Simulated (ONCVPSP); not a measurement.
# Configuration tests for palladium (Pd) (ONCV)

| Property | Result |
| --- | --- |
| Element | palladium (Pd) |
| Generator | ONCVPSP 4.0.1 |
| Type | optimised norm-conserving Vanderbilt (ONCV) |
| Functional | PBEsol |
| Relativity | fully relativistic |
| Frozen core | [Ar] 3d10 |
| Valence charge | 18 |
| Reference configuration | 4s2 4p6 4d9.75 (charge +0.25) |
| Partial waves | 4s: rc 1.50 bohr, ncon 4, nbas 8, qcut 9.3 1/bohr, 2 projectors, debl 2 Ha; 4p: rc 1.05 bohr, ncon 4, nbas 9, qcut 6.3 1/bohr, 2 projectors, debl 3 Ha; 4d: rc 1.90 bohr, ncon 4, nbas 8, qcut 7.7 1/bohr, 2 projectors, debl 0.8 Ha |
| Local potential | polynomial inside 1.05 bohr (lpopt 3, dvloc0 4 Ha) |
| Core correction | none |

Open shells are filled in proportion to 2j + 1.

In the s channel the program set the typed energies aside and used -3.225, 0.250 Ha.

Energies are relative to the spin-unpolarised reference configuration 4s2 4p6 4d9.75; without spin polarisation the order of configurations can differ from experiment.

| valence configuration | charge | ΔE all-electron (eV) | error AE − PS (meV) |
| --- | --- | --- | --- |
| 4s2 4p6 4d10 | 0 | -1.309 | 0.0 |
| 4s2 4p6 4d9 | +1 | 7.816 | +0.4 |

(1) What are ΔE and the potential's error for 4s2 4p6 4d8?

(2) What are ΔE and the potential's error for 4s2 4p6 4d6?

Answers

(1) ΔE = 28.634 eV all-electron; the error (AE − PS) is +7.4 meV.

(2) ΔE = 112.299 eV all-electron; the error (AE − PS) is +134 meV.
